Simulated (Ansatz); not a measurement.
CH6O2Si2 (`O[SiH2][SiH]1CO1`), charge 0, multiplicity 1.

(1) Give a relaxed structure at PBE0-D4/def2-TZVP (the Gaussian-basis code of Ansatz). (An estimate is asked.)

Results:

(1) Ansatz gave: 
Z-matrix (Å, degrees):
```
Si
Si 1 2.335
O 1 1.649 2 102.1
H 1 1.484 2 114.0 3 -117.2
H 1 1.490 2 111.2 3 120.2
O 2 1.689 1 105.8 3 -17.7
C 2 1.817 1 116.3 3 33.9
H 2 1.485 1 124.0 3 -155.0
H 3 0.963 1 114.2 2 23.8
H 7 1.088 2 122.0 1 12.7
H 7 1.088 2 120.8 1 170.7
```
This is one stationary point; other conformers may exist.
